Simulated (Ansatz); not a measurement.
The inner images of a band of C$_{2}$H$_{4}$Zn (7 atoms, charge 0, multiplicity 1) are given out of order.

Method: Ansatz, RKS B3LYP-D4/def2-SVP.

Image 0:

```xyz
7
Properties=species:S:1:pos:R:3
C -0.746 0.459 -0.546
C 0.311 0.417 0.266
Zn 1.362 -2.701 0.793
H -1.769 0.401 -0.162
H -0.634 0.544 -1.632
H 0.201 0.335 1.352
H 1.335 0.476 -0.116
```

Image 8:

```xyz
7
Properties=species:S:1:pos:R:3
C -0.542 0.371 -0.128
C 0.652 -0.232 0.548
Zn 0.974 -2.230 0.252
H -1.497 -0.116 0.130
H -0.503 0.516 -1.226
H -0.586 1.402 0.290
H 1.563 0.220 0.088
```

**Question.** Put them in order from the first end to the last, with their energies above the first end.
A.
```xyz
7
Properties=species:S:1:pos:R:3
C -0.560 0.369 -0.160
C 0.652 -0.241 0.458
Zn 1.067 -2.260 0.436
H -1.516 -0.144 0.030
H -0.531 0.714 -1.214
H -0.589 1.295 0.462
H 1.538 0.198 -0.057
```
B.
```xyz
7
Properties=species:S:1:pos:R:3
C -0.713 0.398 -0.537
C 0.344 0.390 0.275
Zn 1.206 -2.499 0.692
H -1.722 0.293 -0.127
H -0.622 0.511 -1.621
H 0.193 0.391 1.357
H 1.376 0.448 -0.085
```
C.
```xyz
7
Properties=species:S:1:pos:R:3
C -0.668 0.288 -0.512
C 0.405 0.147 0.291
Zn 1.223 -2.367 0.683
H -1.645 0.092 -0.056
H -0.625 0.724 -1.501
H -0.044 0.688 1.123
H 1.414 0.360 -0.075
```
D.
```xyz
7
Properties=species:S:1:pos:R:3
C -0.643 0.281 -0.451
C 0.453 0.021 0.340
Zn 1.251 -2.337 0.673
H -1.629 0.015 -0.047
H -0.619 0.795 -1.409
H -0.163 0.794 0.930
H 1.411 0.365 -0.080
```
E.
```xyz
7
Properties=species:S:1:pos:R:3
C -0.591 0.347 -0.244
C 0.594 -0.238 0.390
Zn 1.183 -2.301 0.581
H -1.583 -0.088 -0.044
H -0.566 0.833 -1.243
H -0.444 1.105 0.589
H 1.468 0.274 -0.074
```
F.
```xyz
7
Properties=species:S:1:pos:R:3
C -0.692 0.336 -0.537
C 0.372 0.281 0.265
Zn 1.195 -2.414 0.683
H -1.672 0.184 -0.077
H -0.631 0.630 -1.580
H 0.080 0.544 1.274
H 1.409 0.372 -0.072
```
G.
```xyz
7
Properties=species:S:1:pos:R:3
C -0.617 0.316 -0.359
C 0.515 -0.112 0.373
Zn 1.229 -2.338 0.669
H -1.618 -0.022 -0.054
H -0.594 0.849 -1.328
H -0.272 0.895 0.732
H 1.418 0.344 -0.078
```

**Answer.** B (+0.04 eV), F (+0.45 eV), C (+1.38 eV), D (+2.55 eV), G (+3.14 eV), E (+2.77 eV), A (+2.48 eV).

Run time: 4.2 min on 1 thread of Arm Neoverse V2 (shared host), peak memory 0.17 GiB.
